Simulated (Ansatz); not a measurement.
Geometry optimisation, RKS PBE-D4/def2-SVP in Ansatz 0.2.0.

Input:

```yaml
crystal:
  periodic: [false, false, false]
  atoms:
    - { symbol: Ta, position_ang: [-0.103907, 0.107144, -0.043678] }
    - { symbol: F, position_ang: [1.796243, 0.179484, 0.227227] }
    - { symbol: F, position_ang: [-0.395178, 0.206421, 1.831718] }
    - { symbol: F, position_ang: [0.19668, -0.269837, -1.880323] }
    - { symbol: F, position_ang: [-1.099729, 1.660228, -0.397701] }
    - { symbol: "N", position_ang: [-1.20009, -1.514808, -0.019923] }
    - { symbol: H, position_ang: [-1.503626, -1.964532, 0.851125] }
    - { symbol: H, position_ang: [-1.318188, -2.127308, -0.830801] }
    - { symbol: Cl, position_ang: [1.720814, -2.775928, 1.323692] }
    - { symbol: H, position_ang: [2.423481, -1.677663, 1.026664] }
basis:
  gaussian: { orbitals: def2-SVP }
hamiltonian:
  xc: pbe
  dispersion: d4
relax:
  f_tol: 0.03
  max_steps: 50
```

Command:

```bash
$ ansatz run input.yaml --threads 4 --pin off --max-ram 5120MiB --backend cpu --events-out ev --progress --plain --runs-dir out
```

Question: Where does it end, and by what steps?

Answer: It converged. The force dipped under the threshold on the way, but the program's further checks kept it going. After 10 steps the energy has fallen by 0.046 eV; Cl9 moved furthest, 0.39 Å.

```
step  energy less start (eV)  largest force component (eV/Å)  accepted
   0                  0.0000                           0.725       yes
   1                 -0.0161                           0.883       yes
   2                 -0.0272                           0.743       yes
   3                 -0.0310                           0.699       yes
   4                 -0.0138                           1.097        no
   5                 -0.0435                           0.082       yes
   6                 -0.0432                           0.245        no
   7                 -0.0449                           0.020       yes
   8                 -0.0454                           0.012       yes
   9                 -0.0456                           0.024       yes
  10                 -0.0458                           0.026       yes
```

```xyz
10
Properties=species:S:1:pos:R:3
Ta -0.140 0.131 -0.035
F 1.730 0.093 0.365
F -0.518 0.319 1.818
F 0.252 -0.280 -1.847
F -1.087 1.694 -0.492
N -1.223 -1.498 0.002
H -1.628 -1.886 0.860
H -1.302 -2.143 -0.791
Cl 2.070 -2.926 1.231
H 2.361 -1.680 0.978
```

Whether the end is a true minimum wasn't checked by a vibrational analysis.

Time of the run: 19 s on 4 threads of Arm Neoverse V2, with other jobs on the host, peak memory 0.2 GiB.
